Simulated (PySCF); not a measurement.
F₄Ge, singlet, geometry from GFN2-xTB; CAMB3LYP/def2-SVP (PySCF).

The PySCF input:
```python
from pyscf import gto, scf, dft

mol = gto.M(
    atom='''
F     1.28249365   -1.06843622   -0.11172530
Ge   -0.00000000   -0.00000000   -0.00000000
F     0.58041552    1.56903814    0.00809899
F    -1.01772117   -0.21135552   -1.31087792
F    -0.84518800   -0.28924641    1.41450423
''',
    basis='def2-svp',
    verbose=4,
)

mf = dft.RKS(mol)
mf.xc = 'camb3lyp'
mf.grids.level = 5
mf.kernel()
```

Q: Predict the main parts of the log of this PySCF run.

A: 
```
PySCF version 2.14.0

[INPUT] verbose = 4
[INPUT] num. atoms = 5
[INPUT] num. electrons = 68
[INPUT] charge = 0
[INPUT] spin (= nelec alpha-beta = 2S) = 0
[INPUT] symmetry False subgroup None
[INPUT] Mole.unit = angstrom
[INPUT] Symbol           X                Y                Z      unit          X                Y                Z       unit  Magmom
[INPUT]  1 F      1.282493650000  -1.068436220000  -0.111725300000 AA    2.423561754994  -2.019051837366  -0.211130218185 Bohr   0.0
[INPUT]  2 Ge     0.000000000000   0.000000000000   0.000000000000 AA    0.000000000000   0.000000000000   0.000000000000 Bohr   0.0
[INPUT]  3 F      0.580415520000   1.569038140000   0.008098990000 AA    1.096826371247   2.965052363597   0.015304872986 Bohr   0.0
[INPUT]  4 F     -1.017721170000  -0.211355520000  -1.310877920000 AA   -1.923214282472  -0.399404047715  -2.477200251540 Bohr   0.0
[INPUT]  5 F     -0.845188000000  -0.289246410000   1.414504230000 AA   -1.597173843769  -0.546596497414   2.673025596739 Bohr   0.0

nuclear repulsion = 458.527163445269
number of shells = 36
number of NR pGTOs = 170
number of NR cGTOs = 88
basis = def2-svp
ecp = {}

******** <class 'pyscf.dft.rks.RKS'> ********
method = RKS
initial guess = minao
damping factor = 0
level_shift factor = 0
DIIS = <class 'pyscf.scf.diis.CDIIS'>
diis_start_cycle = 1
diis_space = 8
diis_damp = 0
SCF conv_tol = 1e-09
SCF conv_tol_grad = None
SCF max_cycles = 50
direct_scf = True
direct_scf_tol = 1e-13
XC library pyscf.dft.libxc version 7.1.2
    S. Lehtola, C. Steigemann, M. J. T. Oliveira, and M. A. L. Marques,  SoftwareX 7, 1–5 (2018)
XC functionals = camb3lyp
    T. Yanai, D. P. Tew, and N. C. Handy,  Chem. Phys. Lett. 393, 51 (2004)
radial grids:
    Treutler-Ahlrichs [JCP 102, 346 (1995); DOI:10.1063/1.469408] (M4) radial grids

becke partition: Becke, JCP 88, 2547 (1988); DOI:10.1063/1.454033
pruning grids: <function nwchem_prune>
grids dens level: 5
symmetrized grids: False
atomic radii adjust function: <function treutler_atomic_radii_adjust>
small_rho_cutoff = 0
Set gradient conv threshold to 3.16228e-05
Initial guess from minao.
tot grids = 220248
init E= -2475.6578626642
  HOMO = -0.562767651983396  LUMO = -0.0845411687424713  gap/eV = 13.01321
cycle= 1 E= -2475.7550682531  delta_E= -0.0972  |g|= 1.14  |ddm|= 2.64
  HOMO = -0.419891737778207  LUMO = -0.00986321462080841  gap/eV = 11.15744
cycle= 2 E= -2475.64133082984  delta_E= 0.114  |g|=  1.5  |ddm|= 1.88
  HOMO = -0.519697257188142  LUMO = -0.0191368037917838  gap/eV = 13.62094
cycle= 3 E= -2475.96639136036  delta_E= -0.325  |g|= 0.0333  |ddm|=    1
  HOMO = -0.513946555554209  LUMO = -0.00881353672351715  gap/eV = 13.74537
cycle= 4 E= -2475.96655452181  delta_E= -0.000163  |g|= 0.00427  |ddm|= 0.028
  HOMO = -0.514395093224524  LUMO = -0.00878337136970364  gap/eV = 13.75840
cycle= 5 E= -2475.96655947671  delta_E= -4.95e-06  |g|= 0.00102  |ddm|= 0.00634
  HOMO = -0.514259507322588  LUMO = -0.00868369753586951  gap/eV = 13.75742
cycle= 6 E= -2475.96655963479  delta_E= -1.58e-07  |g|= 0.000523  |ddm|= 0.000926
  HOMO = -0.514283570720593  LUMO = -0.00870436455864709  gap/eV = 13.75751
cycle= 7 E= -2475.9665596611  delta_E= -2.63e-08  |g|= 3.95e-05  |ddm|= 0.000285
  HOMO = -0.514285153287908  LUMO = -0.00870875494812218  gap/eV = 13.75743
cycle= 8 E= -2475.96655966144  delta_E= -3.48e-10  |g|= 2.23e-06  |ddm|= 4.76e-05
  HOMO = -0.514284924269713  LUMO = -0.00870818170738952  gap/eV = 13.75744
Extra cycle  E= -2475.96655966145  delta_E= -1.36e-12  |g|= 1.48e-06  |ddm|= 3.37e-06
converged SCF energy = -2475.96655966145
```
